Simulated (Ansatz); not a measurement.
The same isomerisation along the group O, S, Se.

Program: Ansatz. Geometries: PBE0-D4/def2-TZVP. ΔE: electronic, gas phase. CCSD(T)/CBS adds triple-zeta CCSD(T) − MP2 to the extrapolated MP2 energy (def2 sets, frozen cores). Double bonds are as drawn, so ΔE can hold a change between cis and trans. Functionals use def2-TZVPP. B3LYP here is the variant with VWN-RPA as its local correlation; programs differ in this. For Se outer-core shells are correlated without core-valence functions, which leaves a few kJ/mol of doubt a bond. Scalar relativity is left out up to krypton. Each species was taken in one conformer, which may not be the lowest.

| reaction | ωB97X-V (kJ/mol) | B3LYP-D4 (kJ/mol) | r2SCAN-D4 (kJ/mol) | CCSD(T)/CBS(def2) (kJ/mol) |
| --- | --- | --- | --- | --- |
| `O/C=N/[SiH3]` → `C1N[SiH2]O1` | -44 | -25 | -32 | -44 |
| `[SiH3]/N=C\S` → `C1N[SiH2]S1` | -94 | -66 | -76 | -90 |
| `[SiH3]/N=C\[SeH]` → `C1N[SiH2][Se]1` | -105 | -78 | -87 | -102 |

Largest T1 diagnostic: 0.015, for `[SiH3]/N=C\S`.
